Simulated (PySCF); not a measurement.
AlBH4O4, SMILES O[B](O)[Al]([OH])[OH]. Atoms are numbered in the order given.

```xyz
10

B      0.0000     0.0000     1.2737
O     -1.1999    -0.0254     1.9407
O      1.1999     0.0254     1.9407
Al     0.0000     0.0000    -0.8425
O     -0.0198     1.4870    -1.6882
O      0.0198    -1.4870    -1.6882
H     -1.1256    -0.0238     2.9047
H      1.1256     0.0238     2.9047
H     -0.0216     1.6477    -2.6327
H      0.0216    -1.6477    -2.6327
```
Charge 0, spin multiplicity 1.

Coordinates come from a ωB97X-D3(BJ)/def2-SVP optimisation. The structure was generated by enumeration; whether it is a known compound was not checked. The values are those of a single conformer.

Two levels are set side by side: PBE/pcSseg-1 (PySCF) and PBE0/pcSseg-1 (PySCF). GIAO shifts against BF3 (¹¹B), H2O (¹⁷O), TMS (¹H) at the same level; non-relativistic, no solvent, atoms listed together averaged. Differences are taken from unrounded values.

```json
[
 {"quantity": "δ(¹¹B) of B1 (ppm)", "PBE": "17.1"},
 {"quantity": "δ(¹⁷O) of O2, O3 (ppm)", "PBE": "167.7"},
 {"quantity": "δ(¹⁷O) of O5, O6 (ppm)", "PBE": "57.0"},
 {"quantity": "δ(¹H) of H7, H8 (ppm)", "PBE": "3.69"},
 {"quantity": "δ(¹H) of H9, H10 (ppm)", "PBE": "2.01"}
]
```

### Question
These are the PBE values. What does PBE0 give? (Estimate from the structure and the level; the computed values follow.)

### Answer

```tsv
quantity	PBE0	PBE minus PBE0
δ(¹¹B) of B1 (ppm)	18.8	-1.7
δ(¹⁷O) of O2, O3 (ppm)	155.7	12.0
δ(¹⁷O) of O5, O6 (ppm)	45.6	11.4
δ(¹H) of H7, H8 (ppm)	3.64	0.05
δ(¹H) of H9, H10 (ppm)	1.93	0.08
```

Rough cost on one machine, each run with all the roots and properties that it gave: PBE0 against PBE within a factor of 2.
